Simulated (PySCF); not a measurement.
Cd(Me)2 (C₂H₆Cd), SMILES [CH3][Cd][CH3]. Atoms are numbered in the order given.

```xyz
9

Cd     0.0000     0.0000     0.0000
C      0.0000     0.0000    -2.1346
H      0.8836     0.5299    -2.5240
H     -0.9007     0.5003    -2.5240
H      0.0171    -1.0302    -2.5240
C      0.0000     0.0000     2.1346
H      0.8836    -0.5299     2.5240
H     -0.9007    -0.5003     2.5240
H      0.0171     1.0302     2.5240
```

The structure is a stationary point at B3LYP-D3(BJ)/def2-SVP. The isomer is the one that the SMILES or the coordinates give; other isomers of the formula were not compared. The def2 effective core potentials stand for the cores of Cd; spin–orbit coupling is left out.

All values below come from C-PCM-PBE0/def2-SVP in PySCF 2.14.0.

The values are the electrostatic part of the solvation free energy, E(continuum) − E(gas) at the gas-phase geometry, in a cavity of scaled van der Waals radii (PySCF's table); cavitation and dispersion terms are not included. A continuum can't describe solvent molecules that bind to the metal. In vacuum the orbital gap is 6.79 eV. The dipole moment in vacuum is 0.00 D.

```json
[
 {"solvent": "water", "ε": "78.36", "ΔG(elec) (kcal/mol)": "-4.4", "dipole (D)": "0.00", "gap (eV)": "7.15"},
 {"solvent": "toluene", "ε": "2.37", "ΔG(elec) (kcal/mol)": "-2.4", "dipole (D)": "0.00", "gap (eV)": "6.98"},
 {"solvent": "dimethylsulfoxide", "ε": "46.83", "ΔG(elec) (kcal/mol)": "-4.4", "dipole (D)": "0.00", "gap (eV)": "7.15"}
]
```
